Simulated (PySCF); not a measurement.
**Potential energy of GeH along the bond**

Set-up: basis Ge cc-pVDZ-PP with ECP10, H cc-pVDZ; scalar-relativistic core potentials; PySCF 2.14. Energies in eV from Ge + H in their ground configurations at the same level. State: ²Π (doublet), unpaired electrons π ↑.

All columns are PBE0. A positive dipole means Ge(−)H(+).

```
R (Å)  E (eV)  μ (D)  Mulliken charge on Ge (basis-dependent)  HOMO (eV)  LUMO (eV)  Mayer bond order  ⟨S²⟩
1.386  -2.355   0.49                                     0.09      -5.17      -3.06              0.93  0.75
1.451  -2.599   0.31                                     0.08      -5.18      -3.07              0.94  0.75
1.515  -2.740   0.12                                     0.08      -5.19      -3.08              0.95  0.75
1.564  -2.792  -0.02                                     0.08      -5.21      -3.09              0.95  0.75
1.612  -2.807  -0.17                                     0.09      -5.22      -3.11              0.95  0.75
1.660  -2.792  -0.31                                     0.09      -5.24      -3.13              0.95  0.75
1.725  -2.736  -0.50                                     0.10      -5.27      -3.15              0.96  0.75
1.805  -2.619  -0.74                                     0.11      -5.30      -3.19              0.96  0.75
1.902  -2.433  -1.03                                     0.12      -5.36      -3.23              0.96  0.75
2.031  -2.139  -1.39                                     0.14      -5.43      -3.30              0.96  0.76
```

A fit through these points gives, at Re = 1.611 Å, μ = -0.16 D and dμ/dR = -3.00 D/Å; the reduced mass is 0.9943 u.

Task: How strong is the fundamental in the double-harmonic approximation, I = 42.26·(dμ/dR)²/μred km/mol?

Result: I = 42.26·(-3.00)²/0.9943 = 383 km/mol at PBE0.

Spin–orbit coupling is left out. The state is the lowest determinant that a PBE0 search found; another state may lie lower at other levels.
